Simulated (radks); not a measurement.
Q: These are the eigenvalues of the occupied orbitals of an atom or ion with whole-number occupations (eV). Calculated with a radial shooting solver on a logarithmic mesh with Libxc functionals: scalar-relativistic Kohn-Sham, r2SCAN, spin-polarised, spherical densities, finite nucleus; meta-GGA in the generalised Kohn-Sham scheme; Fermi nuclear charge, rms radius of each element as measured or else 0.836 A^(1/3) + 0.57 fm.

1s up: -13392.18
1s down: -13391.92
2s up: -1785.934
2s down: -1785.889
2p up: -1577.720
2p down: -1577.528
3s up: -282.7999
3s down: -282.5820
3p up: -216.2130
3p down: -215.9478
3d up: -106.5131
3d down: -106.1387
4s up: -56.3055
4s down: -52.8792
4p up: -41.4151

Which element is it, and in what charge state? The configuration may be excited. Open shells, if any, are filled with parallel spins first.

A: Z = 35, bromine, charge +3: Br3+ in [Ar] 3d10 4s2 4p2. The list shows which subshells hold electrons but not how many an open one holds; the 1s level, -492.15 hartree, gives Z - s = 31.4 by -(Z - s)^2/2, which with screening and relativity narrows Z to a few neighbours, and the depths of the outer levels then fix element, charge and occupations together.
